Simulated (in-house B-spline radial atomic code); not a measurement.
# BSE on G0W0@HF excitations of the gallium ion Ga³⁺

Method: BSE on G0W0@HF. Computed with an all-electron radial atomic-structure program (B-spline basis): linear response of the closed shell [Ar] 3d10 with a statically screened interaction on G0W0 levels; non-relativistic, point nucleus, no spin-orbit coupling, no double excitations, S, P, D and F terms only. Only terms of natural parity with L up to 3 were computed.

Without relativity these are model numbers for so heavy an element.

Command:
```bash
python run_td.py task.json out
```
Settings (radii: box in bohr, nucleus in fm):
```
Z                        31
electrons                28
configuration            [Ar] 3d10
hamiltonian              nr
method                   bse
box_radius               23.08
intervals                55
```

Cost of the run: 1.2 s on 1 thread of Intel(R) Xeon(R) Platinum 8488C (Sapphire Rapids), on a shared host.

The lowest states, in the order of their Tamm-Dancoff energies; the method's threshold (minus the highest G0W0 level) is 64.00 eV. Labels give the largest channel, * marks a mixed state, and oscillator strengths are full-response dipole values. Energies in eV:

```tsv
state	full response	Tamm-Dancoff	oscillator strength
3d → 4s 3D	19.779	19.797	-
3d → 4s 1D	20.471	20.486	-
3d → 4p 3P	28.708	28.729	-
3d → 4p 3F	29.160	29.175	-
3d → 4p 1F	29.579	29.581	-
3d → 4p 1P	30.18	30.26	0.483
3d → 4d 3S	41.39	41.43	-
3d → 4d 3D	42.20	42.21	-
3d → 4d 1D	42.58	42.59	-
3d → 5s 3D	43.53	43.53	-
3d → 5s 1D	43.69	43.70	-
3d → 4d 1S	44.68	45.03	-
3d → 5p 3P	?	?	-
3d → 5p 3F	46.68	46.69	-
3d → 5p 1F	46.81	46.81	-
3d → 5p 1P	?	?	?
```

Q: Where does 3d → 5p 1P lie?

A: At 46.95 eV in full response, 46.97 eV in Tamm-Dancoff, oscillator strength 0.0631.

Q: Where does 3d → 5p 3P lie?

A: At 46.55 eV in full response, 46.55 eV in Tamm-Dancoff.

Q: How large is the singlet-triplet splitting of 3d → 4s (D terms) in Tamm-Dancoff?

A: 0.689 eV, from the unrounded values.

Q: What polarisabilities and dispersion coefficient does the method give?

A: Dipole 1.204 bohr³, quadrupole 2.263 bohr⁵, C6 2.589 hartree·bohr⁶ for two such species.
